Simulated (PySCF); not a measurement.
SrH: from constants to spectrum

UHF-CCSD(T) constants of SrH, ²Σ⁺ (doublet), unpaired electrons σ ↑ (Sr def2-TZVPP with ECP28, H def2-TZVPP; scalar-relativistic core potentials (PySCF 2.14); masses 87.9056 and 1.0078 u):

- ωe: 1187.3 cm⁻¹
- ωexe: 18.3 cm⁻¹
- Be: 3.6712 cm⁻¹
- αe: 0.0875 cm⁻¹
- De to Sr + H: 1.60 eV

(1) What force constant and bond length do these constants imply?

(2) Estimate the centrifugal constant D from the Kratzer relation and find the Dunham coefficient a1.

Correlated steps freeze no core orbitals. Spin–orbit coupling is left out. The state was picked by a PBE0 search and need not be the measured ground state.

Results:

(1) Reduced mass μred = 0.99640 u; k = 5.8918×10⁻⁷·μred·ωe² (u, cm⁻¹, mdyn/Å) = 0.828 mdyn/Å; Re = √(16.8576/(μred·Be)) (u, cm⁻¹, Å) = 2.147 Å.

(2) D = 4Be³/ωe² = 0.000140 cm⁻¹; a1 = −1 − αeωe/(6Be²) = -2.28.
